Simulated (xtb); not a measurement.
Job for xtb: GFN1-xTB on F5S (SMILES F[S](F)(F)(F)F).

```
$ xtb mol.xyz --gfn 1 --sp --chrg 0 --uhf 1
6

F     -0.35853296     1.34842835    -0.87169751
S      0.07357287     0.15789977     0.14271186
F      1.55589887     0.13588189    -0.51708140
F      0.53877837    -0.96158888     1.22133195
F     -1.37564686     0.25096808     0.86673233
F     -0.43407029    -0.93158920    -0.84209725
```

It printed:

```
[...]
           -------------------------------------------------
          |                Calculation Setup                |
           -------------------------------------------------



           -------------------------------------------------
          |                 G F N 1 - x T B                 |
           -------------------------------------------------

        Reference                      10.1021/acs.jctc.7b00118
      * Hamiltonian:
        H0-scaling (s, p, d)           1.850000    2.250000    2.000000
        zeta-weighting                 0.000000
      * Dispersion:
        s8                             2.400000
        a1                             0.630000
        a2                             5.000000
        s9                             0.000000
      * Repulsion:
        kExp                           1.500000
        rExp                           1.000000
      * Coulomb:
        alpha                          2.000000
        third order                    atomic
        anisotropic                    false
      * Halogen bond correction:
        rad-scale                      1.300000
        damping                        0.440000


          ...................................................
          :                      SETUP                      :
          :.................................................:
          :  # basis functions                  30          :
          :  # atomic orbitals                  29          :
          :  # shells                           13          :
          :  # electrons                        41          :
          :  # halogen bonds                     0          :
          :  max. iterations                   250          :
          :  Hamiltonian                  GFN1-xTB          :
          :  restarted?                      false          :
          :  GBSA solvation                  false          :
          :  PC potential                    false          :
          :  electronic temp.          300.0000000     K    :
          :  accuracy                    1.0000000          :
          :  -> integral cutoff          0.2500000E+02      :
          :  -> integral neglect         0.1000000E-07      :
          :  -> SCF convergence          0.1000000E-05 Eh   :
          :  -> wf. convergence          0.2000000E-04 e    :
          :  Broyden damping             0.4000000          :
          :  net charge                          0          :
          :  unpaired electrons                  1          :
          ...................................................

 iter      E             dE          RMSdq      gap      omega  full diag
   1    -29.1402003 -0.291402E+02  0.633E+00    5.66       0.0  T
   2    -28.9743973  0.165803E+00  0.615E+00    6.91       1.0  T
   3    -29.2597152 -0.285318E+00  0.286E+00    5.84       1.0  T
   4    -29.2685415 -0.882636E-02  0.126E-01    5.95       1.0  T
   5    -29.2688188 -0.277318E-03  0.413E-02    5.98       1.0  T
   6    -29.2688348 -0.159347E-04  0.739E-03    5.97       5.5  T
   7    -29.2688354 -0.605538E-06  0.298E-03    5.97      13.7  T
   8    -29.2688355 -0.168536E-06  0.491E-04    5.97      83.1  T
   9    -29.2688355 -0.437729E-08  0.142E-05    5.97    2870.2  T
  10    -29.2688355 -0.228795E-11  0.159E-06    5.97   25628.1  T

   *** convergence criteria satisfied after 10 iterations ***

         #    Occupation            Energy/Eh            Energy/eV
      -------------------------------------------------------------
         1        2.0000           -1.1192182             -30.4555
       ...           ...                  ...                  ...
        15        2.0000           -0.6144326             -16.7196
        16        2.0000           -0.6133471             -16.6900
        17        2.0000           -0.6133469             -16.6900
        18        2.0000           -0.6093973             -16.5825
        19        2.0000           -0.6093971             -16.5825
        20        2.0000           -0.6009444             -16.3525
        21        1.0000           -0.5171592             -14.0726 (HOMO)
        22                         -0.2977479              -8.1021 (LUMO)
        23                         -0.1506096              -4.0983
        24                         -0.1506090              -4.0983
        25                         -0.1299229              -3.5354
        26                         -0.0939110              -2.5554
       ...                                ...                  ...
        29                          0.3082726               8.3885
      -------------------------------------------------------------
                  HL-Gap            0.2194113 Eh            5.9705 eV
             Fermi-level           -0.4832527 Eh          -13.1500 eV

 SCC (total)                   0 d,  0 h,  0 min,  0.004 sec
 SCC setup                      ...        0 min,  0.000 sec (  1.380%)
 Dispersion                     ...        0 min,  0.000 sec (  0.726%)
 classical contributions        ...        0 min,  0.000 sec (  0.346%)
 integral evaluation            ...        0 min,  0.001 sec ( 27.810%)
 iterations                     ...        0 min,  0.001 sec ( 28.990%)
 molecular gradient             ...        0 min,  0.002 sec ( 38.663%)
 printout                       ...        0 min,  0.000 sec (  1.951%)

         :::::::::::::::::::::::::::::::::::::::::::::::::::::
         ::                     SUMMARY                     ::
         :::::::::::::::::::::::::::::::::::::::::::::::::::::
         :: total energy             -29.252166206627 Eh    ::
         :: gradient norm              0.038689888048 Eh/a0 ::
         :: HOMO-LUMO gap              5.970486049000 eV    ::
         ::.................................................::
         :: SCC energy               -29.268835542873 Eh    ::
         :: -> electrostatic           0.042498930369 Eh    ::
         :: repulsion energy           0.018033781123 Eh    ::
         :: dispersion energy         -0.001364444876 Eh    ::
         :: halogen bond corr.         0.000000000000 Eh    ::
         :: add. restraining           0.000000000000 Eh    ::
         :: total charge               0.000000000000 e     ::
         :::::::::::::::::::::::::::::::::::::::::::::::::::::

           -------------------------------------------------
          |                Property Printout                |
           -------------------------------------------------

    * Orbital Energies and Occupations

         #    Occupation            Energy/Eh            Energy/eV
      -------------------------------------------------------------
         1        2.0000           -1.1192182             -30.4555
       ...           ...                  ...                  ...
         9        2.0000           -0.7060846             -19.2135
        10        2.0000           -0.6471276             -17.6092
        11        2.0000           -0.6469096             -17.6033
        12        2.0000           -0.6469091             -17.6033
        13        2.0000           -0.6187821             -16.8379
        14        2.0000           -0.6178414             -16.8123
        15        2.0000           -0.6144326             -16.7196
        16        2.0000           -0.6133471             -16.6900
        17        2.0000           -0.6133469             -16.6900
        18        2.0000           -0.6093973             -16.5825
        19        2.0000           -0.6093971             -16.5825
        20        2.0000           -0.6009444             -16.3525
        21        1.0000           -0.5171592             -14.0726 (HOMO)
        22                         -0.2977479              -8.1021 (LUMO)
Note: The following floating-point exceptions are signalling: IEEE_UNDERFLOW_FLAG IEEE_DENORMAL
normal termination of xtb
        23                         -0.1506096              -4.0983
        24                         -0.1506090              -4.0983
        25                         -0.1299229              -3.5354
        26                         -0.0939110              -2.5554
        27                         -0.0939072              -2.5553
        28                          0.2750141               7.4835
        29                          0.3082726               8.3885
      -------------------------------------------------------------
                  HL-Gap            0.2194113 Eh            5.9705 eV
             Fermi-level           -0.4832527 Eh          -13.1500 eV

  Mulliken/CM5 charges         n(s)   n(p)   n(d)
     1F    -0.13354 -0.14022   1.847  5.287  0.000
     2S     0.62262  0.65726   1.877  2.535  0.965
     3F    -0.13354 -0.14022   1.847  5.287  0.000
     4F    -0.13354 -0.14022   1.847  5.287  0.000
     5F    -0.13354 -0.14022   1.847  5.287  0.000
     6F    -0.08845 -0.09637   1.814  5.275  0.000

Wiberg/Mayer (AO) data.
largest (>0.10) Wiberg bond orders for each atom

 ---------------------------------------------------------------------------
     #   Z sym  total        # sym  WBO       # sym  WBO       # sym  WBO
 ---------------------------------------------------------------------------
     1   9 F    1.237 --     2 S    0.928
     2  16 S    4.749 --     6 F    1.037     4 F    0.928     1 F    0.928
                             3 F    0.928     5 F    0.928
     3   9 F    1.237 --     2 S    0.928
     4   9 F    1.237 --     2 S    0.928
     5   9 F    1.237 --     2 S    0.928
     6   9 F    1.276 --     2 S    1.037
 ---------------------------------------------------------------------------

Topologies differ in total number of bonds
Writing topology from bond orders to xtbtopo.mol

 dipole moment from electron density (au)
     X       Y       Z
   0.0743   0.1594   0.1441  total (Debye):    0.578


           -------------------------------------------------
          | TOTAL ENERGY              -29.252166206627 Eh   |
          | GRADIENT NORM               0.038689888048 Eh/α |
          | HOMO-LUMO GAP               5.970486049000 eV   |
           -------------------------------------------------

------------------------------------------------------------------------
------------------------------------------------------------------------
 total:
 SCF:
```

The run finished.

Cost: very roughly 0.020 core-seconds.
